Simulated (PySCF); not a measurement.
**MF for M along the fifth-period p block**

PBE0 with double-zeta basis sets in PySCF, for the lowest determinant that a PBE0 search found; no spin–orbit coupling. De refers to high-spin ground-configuration atoms. A positive dipole means M(−)F(+).

| M | basis | state (unpaired electrons) | Re (Å) | ωe (cm⁻¹) | De (eV) | μ (D) |
| --- | --- | --- | --- | --- | --- | --- |
| In | def2-SVP | singlet (closed shell) | 1.996 | 565 | 5.26 | -2.86 |
| Sn | x2c-SVPall | doublet (π ↑) | 1.959 | 613 | 4.69 | -2.61 |
| Sb | def2-SVP | triplet (π ↑↑) | 1.947 | 626 | 3.80 | -2.57 |
| Te | def2-SVP | doublet (π ↑) | 1.938 | 637 | 3.22 | -2.35 |
| I | def2-SVP | singlet (closed shell) | 1.941 | 632 | 2.59 | -2.25 |

The shortest bond is that of TeF (1.938 Å), the longest that of InF (1.996 Å). InF is bound most strongly (5.26 eV) and IF least (2.59 eV).

The rows differ in basis set, which adds steps of its own.

The state changes along the series, so neighbouring rows are not always alike in their bonding.

These are scalar-relativistic numbers at best; spin–orbit coupling would shift them, the dissociation energy most. States were picked by a PBE0 search and need not be the measured ground states.
